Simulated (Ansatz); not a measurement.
`N[SiH2][Si](N)(Cl)Cl` at its PBE0-D4/def2-TZVP geometry, where that method's forces vanish. Total charge 0; spin multiplicity 1.

```
atom   x (Å)   y (Å)   z (Å)
  N1   1.597  -1.086  -0.654
 Si2  -0.113  -1.265  -0.509
 Si3  -0.790   0.585   0.739
  N4  -0.550   2.034  -0.110
 Cl5   0.295   0.473   2.513
 Cl6  -2.767   0.539   1.291
  H7   2.096  -1.614  -1.353
  H8   2.145  -1.006   0.189
  H9  -0.605  -2.501   0.169
 H10  -0.686  -1.233  -1.880
 H11  -0.935   2.905   0.220
 H12   0.313   2.167  -0.615
```

(1) For each bond, give half the difference of the two atoms' forces along it (eV/Å; positive pushes the atoms apart) under PBE-D4, r2SCAN-D4, B3LYP-D4, ωB97M-V in def2-TZVPP. (Estimate.)

Results:

(1) Ansatz gave: 
| bond | length (Å) | PBE-D4 | r2SCAN-D4 | B3LYP-D4 | ωB97M-V |
| --- | --- | --- | --- | --- | --- |
| N1–Si2 | 1.725 | 0.11 | 0.03 | 0.13 | 0.14 |
| N1–H7 | 1.008 | 0.19 | 0.02 | -0.01 | -0.03 |
| N1–H8 | 1.009 | 0.20 | 0.02 | -0.02 | -0.02 |
| Si2–Si3 | 2.332 | -0.16 | -0.04 | -0.06 | -0.11 |
| Si2–H9 | 1.493 | 0.05 | -0.01 | -0.10 | -0.13 |
| Si2–H10 | 1.486 | 0.07 | -0.02 | -0.11 | -0.13 |
| Si3–N4 | 1.696 | 0.12 | 0.01 | 0.04 | 0.07 |
| Si3–Cl5 | 2.082 | 0.16 | 0.08 | 0.17 | 0.04 |
| Si3–Cl6 | 2.053 | 0.18 | 0.05 | 0.17 | 0.07 |
| N4–H11 | 1.008 | 0.18 | 0.02 | -0.02 | -0.02 |
| N4–H12 | 1.008 | 0.17 | 0.01 | -0.03 | -0.02 |

B3LYP here is the variant with VWN-RPA as its local correlation; programs differ in this.
